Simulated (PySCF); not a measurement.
A run for PySCF: R-HF/3-21G on CH8OSi (a complex), monomers drawn apart or pushed together.

```python
from pyscf import gto, scf, dft, mp
from pyscf.data.elements import chemcore

mol = gto.M(
    atom='''
    Si    0.07789432    0.11017573    0.28409625
    H    -1.12810851   -0.52551702    0.86186070
    H     0.30971708    1.43223084    0.90175857
    H    -0.16681850    0.30886611   -1.16749327
    H     1.25435851   -0.76945553    0.44246395
    C    -0.47215209    0.52358253    3.62480718
    O     0.49938235   -0.28334077    2.96971960
    H    -1.47099876    0.38976342    3.19673722
    H    -0.16986763    1.55891461    3.47772205
    H    -0.51200304    0.32087655    4.69964448
    H     0.26179727   -1.20924702    3.08258186
    ''',
    basis='3-21g',
    charge=0, spin=0, verbose=3, max_memory=1800)
mf = scf.RHF(mol)
mf.conv_tol = 1e-8
mf.max_cycle = 100
mf.kernel()
if not mf.converged:
    mf = mf.newton().run(mf.mo_coeff, mf.mo_occ)
```

Output:

```
converged SCF energy = -404.090275225728
```

The run converged.

Cost: very roughly 0.26 core-seconds.
